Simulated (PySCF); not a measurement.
Compound: C7H7F2 (doublet state).
Z-matrix (Å and degrees, GFN2-xTB geometry), rows numbered from 1:
```
C 
C   1  1.3736
C   2  1.3810  1  123.14
F   3  1.3414  2  121.23  1    -0.50
C   2  1.4875  1  119.94  3   178.49
C   5  1.3338  2  120.15  1   -56.14
C   5  1.4528  2  118.87  1   122.98
C   7  1.3269  5  124.67  2    -9.77
F   8  1.3414  7  121.16  5  -179.05
H   1  1.0733  2  120.90  3   179.83
H   1  1.0748  2  120.94  3     0.38
H   3  1.0767  2  125.68  1   177.84
H   6  1.0759  5  121.42  2    -0.71
H   6  1.0766  5  121.72  2   179.45
H   7  1.0812  5  116.59  2   172.45
H   8  1.0800  7  126.80  5     0.67
```

The hyperfine couplings belong to this conformer and change with its torsions.

Identity: `[CH2]/C(=C\F)C(=C)/C=C/F` [radical].

Method used: UKS B3LYP, pcH-1 on C F H, non-relativistic, mean-field spin-orbit, GIAO in PySCF. The structure is a single GFN2-xTB conformer in the gas phase; no vibrational or solvent corrections. Couplings are sensitive to structure, and on GFN2-xTB geometries they can be far from those on DFT ones. The frame is twisted about the C2–C5 bond at this geometry (dihedral C1–C2–C5–C6 = -56°); couplings at other torsion angles weren't computed. No stability test was run, so a lower SCF solution isn't excluded. ⟨S²⟩ is 0.778 where a pure state has 0.75.

(1) The isotropic 19F couplings are +93.7, +4.6 MHz. Assign them to F4; F9.

Answers

(1) 
| site | a_iso (MHz) | ρ(0) (bohr⁻³) | position | distance from C1 (Å) | bound to | spin population there | largest \|T\| (MHz) |
| --- | --- | --- | --- | --- | --- | --- | --- |
| F4 | +93.7 | +0.0223 | 1 bond from C3 | 2.83 | C3 | +0.62 | 320.1 |
| F9 | +4.6 | +0.0011 | 5 bonds from C3 | 5.26 | C8 | +0.01 | 5.4 |

ρ(0) is the spin density at the nucleus and T the dipolar tensor. Largest spin populations (Mulliken): C1 (+0.67), C3 (+0.62) and C2 (-0.25). The angles at C1 add up to 360.0°, so it is planar; its axial dipolar tensor and the negative couplings of its protons fit spin in a p orbital normal to that plane. Main spin sites, with 60 % or more of the largest population: C1, C3; positions count bonds from the nearest.

β density exceeds α density at some nuclei, such as C2 (-0.0434), H12 (-0.0107) and H10 (-0.0092), spin density in bohr⁻³. In a single determinant that takes different orbitals for the two spins, that is spin polarisation.

H10 and H11 aren't averaged: C1 is flat or nearly so (angle sum 360°), and its turn about the short C1–C2 bond (1.37 Å) is taken as slow.
